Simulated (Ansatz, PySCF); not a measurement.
Energy difference R1 + 3 R2 → 2 P1, each structure at its B3LYP-D3(BJ)/def2-TZVP stationary point, reached from a drawn start (curvature not checked).
R1, N2 (SMILES N#N) (charge 0, multiplicity 1):
```xyz
2

N      0.0000     0.0000     0.5455
N      0.0000     0.0000    -0.5455
```
R2: H2 (SMILES [H][H]), charge 0, multiplicity 1.
P1, NH3 (SMILES N) (charge 0, multiplicity 1, Z-matrix in Å and degrees):
```
N
H 1 1.0136
H 1 1.0136 2 107.33
H 1 1.0136 2 107.33 3 -115.10
```

P less R. No zero-point or thermal terms.

Frozen-core correlation throughout.

Codes used: Ansatz (a first-principles code) with Gaussian orbitals; PySCF for the D3/D4 terms. No computed number here is a measurement.

| level | reaction energy (eV) |
|---|---|
| HF/cc-pVQZ | -1.453 |
| SVWN5/def2-TZVPP | -2.872 |
| PBE/def2-TZVPP | -1.939 |
| PBE-D4/def2-TZVPP | -1.946 |
| BLYP-D4/def2-TZVPP | -1.454 |
| PBE0-D4/def2-TZVPP | -2.174 |
| BHLYP-D3(BJ)/def2-TZVPP | … |
| B2PLYP-D3(BJ)/def2-TZVPP | … |
| MP2/cc-pVTZ | … |

Problem. What belongs in the gaps?

Solution. 
- BHLYP-D3(BJ)/def2-TZVPP, reaction energy (eV): -2.000
- B2PLYP-D3(BJ)/def2-TZVPP, reaction energy (eV): -1.656
- MP2/cc-pVTZ, reaction energy (eV): -1.506
